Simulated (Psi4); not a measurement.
Job for Psi4: SAPT0/jun-cc-pV(D+d)Z on C3H6 (a complex), monomers drawn apart or pushed together.

```
memory 1800 MB

molecule dimer {
0 1
C     0.00926077    0.21161244   -0.50701010
H     0.16021854    0.30764219   -1.58107775
H     0.96679550    0.02278419   -0.02334585
H    -0.42017760    1.13605061   -0.12175166
H    -0.66928064   -0.61880942   -0.31363252
--
0 1
C     0.11119622   -0.59268880    6.62641784
C    -0.16003902   -0.42388986    5.47286943
H     0.35504877   -0.74294573    7.64973539
H    -0.39967853   -0.27427636    4.44830968
units angstrom
symmetry c1
no_reorient
no_com
}

set {
  basis jun-cc-pV(D+d)Z
  scf_type df
  freeze_core true
}

energy('sapt0')
```

It printed:

```
[...]
==> Input File <==

--------------------------------------------------------------------------
memory 1800 MB

molecule dimer {
0 1
C     0.00926077    0.21161244   -0.50701010
H     0.16021854    0.30764219   -1.58107775
H     0.96679550    0.02278419   -0.02334585
H    -0.42017760    1.13605061   -0.12175166
H    -0.66928064   -0.61880942   -0.31363252
--
0 1
C     0.11119622   -0.59268880    6.62641784
C    -0.16003902   -0.42388986    5.47286943
H     0.35504877   -0.74294573    7.64973539
H    -0.39967853   -0.27427636    4.44830968
units angstrom
symmetry c1
no_reorient
no_com
}

set {
  basis jun-cc-pV(D+d)Z
  scf_type df
  freeze_core true
}

energy('sapt0')
--------------------------------------------------------------------------


   => Loading Basis Set <=

    Name: JUN-CC-PV(D+D)Z
    Role: ORBITAL
    Keyword: BASIS
    atoms 1, 6-7   entry C          line   188 file jun-cc-pv_dpd_z.gbs
    atoms 2-5, 8-9 entry H          line    60 file jun-cc-pv_dpd_z.gbs

   => Loading Basis Set <=

    Name: JUN-CC-PV(D+D)Z
    Role: ORBITAL
    Keyword: BASIS
    atoms 1, 6-7   entry C          line   188 file jun-cc-pv_dpd_z.gbs
    atoms 2-5, 8-9 entry H          line    60 file jun-cc-pv_dpd_z.gbs


  //>>>>>>>>>>>>>>>>>>>>>>>>>>>>>>>>>>>//
  //              Dimer HF             //
  //<<<<<<<<<<<<<<<<<<<<<<<<<<<<<<<<<<<//

   => Libint2 <=

    Primary   basis highest AM E, G, H:  7, 6, 3
    Auxiliary basis highest AM E, G, H:  7, 7, 4
    Onebody   basis highest AM E, G, H:  -, -, -
    Solid Harmonics ordering:            Gaussian


   => Loading Basis Set <=

    Name: JUN-CC-PV(D+D)Z
    Role: ORBITAL
    Keyword: BASIS
    atoms 1, 6-7   entry C          line   188 file jun-cc-pv_dpd_z.gbs
    atoms 2-5, 8-9 entry H          line    60 file jun-cc-pv_dpd_z.gbs


         ---------------------------------------------------------
                                   SCF
               by Justin Turney, Rob Parrish, Andy Simmonett
                          and Daniel G. A. Smith
                              RHF Reference
                        1 Threads,   1716 MiB Core
         ---------------------------------------------------------

  ==> Geometry <==

    Molecular point group: c1
    Full point group: C1

    Geometry (in Angstrom), charge = 0, multiplicity = 1:

       Center              X                  Y                   Z               Mass
    ------------   -----------------  -----------------  -----------------  -----------------
         C            0.009260770000     0.211612440000    -0.507010100000    12.000000000000
         H            0.160218540000     0.307642190000    -1.581077750000     1.007825032230
         H            0.966795500000     0.022784190000    -0.023345850000     1.007825032230
         H           -0.420177600000     1.136050610000    -0.121751660000     1.007825032230
         H           -0.669280640000    -0.618809420000    -0.313632520000     1.007825032230
         C            0.111196220000    -0.592688800000     6.626417840000    12.000000000000
         C           -0.160039020000    -0.423889860000     5.472869430000    12.000000000000
         H            0.355048770000    -0.742945730000     7.649735390000     1.007825032230
         H           -0.399678530000    -0.274276360000     4.448309680000     1.007825032230

  Running in c1 symmetry.

  Rotational constants: A =      3.79388  B =      0.01720  C =      0.01719 [cm^-1]
  Rotational constants: A = 113737.52884  B =    515.57964  C =    515.36238 [MHz]
  Nuclear repulsion =   49.692783799005682

  Charge       = 0
  Multiplicity = 1
  Electrons    = 24
  Nalpha       = 12
  Nbeta        = 12

  ==> Algorithm <==

  SCF Algorithm Type is DF.
  DIIS enabled.
  MOM disabled.
  Fractional occupation disabled.
  Guess Type is SAD.
  Energy threshold   = 1.00e-08
  Density threshold  = 1.00e-08
  Integral threshold = 1.00e-12

  ==> Primary Basis <==

  Basis Set: JUN-CC-PV(D+D)Z
    Blend: JUN-CC-PV(D+D)Z
    Number of shells: 42
    Number of basis functions: 84
    Number of Cartesian functions: 87
    Spherical Harmonics?: true
    Max angular momentum: 2

   => Loading Basis Set <=

    Name: (JUN-CC-PV(D+D)Z AUX)
    Role: JKFIT
    Keyword: DF_BASIS_SCF
    atoms 1, 6-7   entry C          line   146 file jun-cc-pvdz-jkfit.gbs
    atoms 2-5, 8-9 entry H          line    70 file jun-cc-pvdz-jkfit.gbs

  ==> Integral Setup <==

  DFHelper Memory: AOs need 0.018 GiB; user supplied 1.257 GiB.
  SCF_SUBTYPE=INCORE selected. In-core MEM_DF algorithm will be used.
  Using in-core AOs.

  ==> MemDFJK: Density-Fitted J/K Matrices <==

    J tasked:                   Yes
    K tasked:                   Yes
    wK tasked:                   No
    OpenMP threads:               1
    Algorithm:                 Core
    Schwarz Cutoff:           1E-12
    Mask sparsity (%):      19.3878
    Fitting Condition:        1E-10

   => Auxiliary Basis Set <=

  Basis Set: (JUN-CC-PV(D+D)Z AUX)
  
[...]
4819    57A      1.873965    58A      1.956467
      59A      1.957829    60A      1.958583    61A      2.033129
      62A      2.036004    63A      2.036176    64A      2.077856
      65A      2.078190    66A      2.285048    67A      2.394788
      68A      2.395001    69A      2.399738    70A      2.590998
      71A      2.703311    72A      2.703491    73A      2.737227
      74A      2.738521    75A      2.742001    76A      3.002333
      77A      3.004125    78A      3.410057    79A      3.544227
      80A      3.797680    81A      5.038079    82A      5.038506
      83A      5.041231    84A     18.432043

    Final Occupation by Irrep:
              A
    DOCC [     7 ]
    NA   [     7 ]
    NB   [     7 ]

  @DF-RHF Final Energy:   -76.82773211457399

   => Energetics <=

    Nuclear Repulsion Energy =             24.8603078887135638
    One-Electron Energy =                -151.7575019286047109
    Two-Electron Energy =                  50.0694619253171638
    Total Energy =                        -76.8277321145739904

Computation Completed


Properties will be evaluated at   0.000000,   0.000000,   0.000000 [a0]

Properties computed using the SCF density matrix


 Multipole Moments:

 ------------------------------------------------------------------------------------
     Multipole            Electronic (a.u.)      Nuclear  (a.u.)        Total (a.u.)
 ------------------------------------------------------------------------------------

 L = 1.  Multiply by 2.5417464519 to convert [e a0] to [Debye]
 Dipole X            :          0.6401225           -0.6381351            0.0019874
 Dipole Y            :         13.4482971          -13.4486027           -0.0003056
 Dipole Z            :       -160.0485614          160.0480274           -0.0005340
 Magnitude           :                                                    0.0020805

 ------------------------------------------------------------------------------------

  Constructing Basis Sets for SAPT...

   => Loading Basis Set <=

    Name: (JUN-CC-PV(D+D)Z AUX)
    Role: RIFIT
    Keyword: DF_BASIS_SAPT
    atoms 1, 6-7   entry C          line   100 file jun-cc-pvdz-ri.gbs
    atoms 2-5, 8-9 entry H          line    30 file jun-cc-pvdz-ri.gbs

   => Loading Basis Set <=

    Name: (JUN-CC-PV(D+D)Z AUX)
    Role: JKFIT
    Keyword: DF_BASIS_ELST
    atoms 1, 6-7   entry C          line   146 file jun-cc-pvdz-jkfit.gbs
    atoms 2-5, 8-9 entry H          line    70 file jun-cc-pvdz-jkfit.gbs


  //>>>>>>>>>>>>>>>>>>>>>>>>>>>>>>>>>>>//
  //               SAPT0               //
  //<<<<<<<<<<<<<<<<<<<<<<<<<<<<<<<<<<<//



        SAPT0
    Ed Hohenstein
     6 June 2009

      Orbital Information
  --------------------------
    NSO        =        84
    NMO        =        84
    NRI        =       279
    NRI (Elst) =       375
    NOCC A     =         5
    NOCC B     =         7
    FOCC A     =         1
    FOCC B     =         2
    NVIR A     =        79
    NVIR B     =        77

    Elst10,r            =    -0.000038047763 [Eh]
    Exch10              =     0.000000348816 [Eh]
    Exch10 (S^2)        =     0.000000348816 [Eh]

    Maxiter = 50
    CPHF R converge = 1.000000E-08

    Iter     Energy [mEh]          dE [mEh]         Residual      Time [s]
       1      -0.00245444       0.002454439     2.467977e-04             0
       2      -0.00272958       0.000275137     7.100506e-05             0
       3      -0.00280697       0.000077394     1.342431e-05             0
       4      -0.00280640      -0.000000569     3.522657e-06             0
       5      -0.00280260      -0.000003805     4.825794e-07             0
       6      -0.00280289       0.000000297     6.226582e-08             0
       7      -0.00280288      -0.000000015     9.551109e-09             0

    CHF Iterations converged

    Maxiter = 50
    CPHF R converge = 1.000000E-08

    Iter     Energy [mEh]          dE [mEh]         Residual      Time [s]
       1      -0.00002974       0.000029741     5.191512e-05             0
       2      -0.00003031       0.000000574     1.642253e-05             0
       3      -0.00003452       0.000004209     2.643921e-06             0
       4      -0.00003446      -0.000000061     6.630515e-07             0
       5      -0.00003441      -0.000000051     1.103136e-07             0
       6      -0.00003442       0.000000008     2.363321e-08             0
       7      -0.00003442      -0.000000001     1.107549e-08             0
       8      -0.00003442       0.000000000     3.946626e-09             0

    CHF Iterations converged

    Ind20,r (A<-B)      =    -0.000002802878 [Eh]
    Ind20,r (B<-A)      =    -0.000000034419 [Eh]
    Ind20,r             =    -0.000002837297 [Eh]
    Exch-Ind20,r (A<-B) =     0.000000013286 [Eh]
    Exch-Ind20,r (B<-A) =     0.000000004501 [Eh]
    Exch-Ind20,r        =     0.000000017787 [Eh]
    Disp20              =    -0.000053599296 [Eh]
    Disp20 (SS)         =    -0.000026799648 [Eh]
    Disp20 (OS)         =    -0.000026799648 [Eh]
    Exch-Disp20         =     0.000000033467 [Eh]
    Exch-Disp20 (SS)    =     0.000000023415 [Eh]
    Exch-Disp20 (OS)    =     0.000000010052 [Eh]

    SAPT Results
  --------------------------------------------------------------------------------------------------------
    Electrostatics                 -0.03804776 [mEh]      -0.02387533 [kcal/mol]      -0.09989439 [kJ/mol]
      Elst10,r                     -0.03804776 [mEh]      -0.02387533 [kcal/mol]      -0.09989439 [kJ/mol]

    Exchange                        0.00034882 [mEh]       0.00021889 [kcal/mol]       0.00091582 [kJ/mol]
      Exch10                        0.00034882 [mEh]       0.00021889 [kcal/mol]       0.00091582 [kJ/mol]
      Exch10(S^2)                   0.00034882 [mEh]       0.00021889 [kcal/mol]       0.00091582 [kJ/mol]

    Induction                      -0.00286023 [mEh]      -0.00179482 [kcal/mol]      -0.00750953 [kJ/mol]
      Ind20,r                      -0.00283730 [mEh]      -0.00178043 [kcal/mol]      -0.00744932 [kJ/mol]
      Exch-Ind20,r                  0.00001779 [mEh]       0.00001116 [kcal/mol]       0.00004670 [kJ/mol]
      delta HF,r (2)               -0.00004072 [mEh]      -0.00002555 [kcal/mol]      -0.00010691 [kJ/mol]

    Dispersion                     -0.05356583 [mEh]      -0.03361307 [kcal/mol]      -0.14063706 [kJ/mol]
      Disp20                       -0.05359930 [mEh]      -0.03363407 [kcal/mol]      -0.14072493 [kJ/mol]
      Exch-Disp20                   0.00003347 [mEh]       0.00002100 [kcal/mol]       0.00008787 [kJ/mol]
      Disp20 (SS)                  -0.02679965 [mEh]      -0.01681703 [kcal/mol]      -0.07036247 [kJ/mol]
      Disp20 (OS)                  -0.02679965 [mEh]      -0.01681703 [kcal/mol]      -0.07036247 [kJ/mol]
      Exch-Disp20 (SS)              0.00002342 [mEh]       0.00001469 [kcal/mol]       0.00006148 [kJ/mol]
      Exch-Disp20 (OS)              0.00001005 [mEh]       0.00000631 [kcal/mol]       0.00002639 [kJ/mol]

  Total HF                         -0.04055918 [mEh]      -0.02545127 [kcal/mol]      -0.10648811 [kJ/mol]
  Total SAPT0                      -0.09412501 [mEh]      -0.05906433 [kcal/mol]      -0.24712517 [kJ/mol]

  Special recipe for scaled SAPT0 (see Manual):
    Electrostatics sSAPT0          -0.03804776 [mEh]      -0.02387533 [kcal/mol]      -0.09989439 [kJ/mol]
    Exchange sSAPT0                 0.00034882 [mEh]       0.00021889 [kcal/mol]       0.00091582 [kJ/mol]
    Induction sSAPT0               -0.00286023 [mEh]      -0.00179482 [kcal/mol]      -0.00750953 [kJ/mol]
    Dispersion sSAPT0              -0.05356583 [mEh]      -0.03361307 [kcal/mol]      -0.14063706 [kJ/mol]
  Total sSAPT0                     -0.09412501 [mEh]      -0.05906433 [kcal/mol]      -0.24712517 [kJ/mol]
  --------------------------------------------------------------------------------------------------------



*** Psi4 exiting successfully. Buy a developer a beer!
```

The run finished.

Cost: very roughly 7 core-seconds.
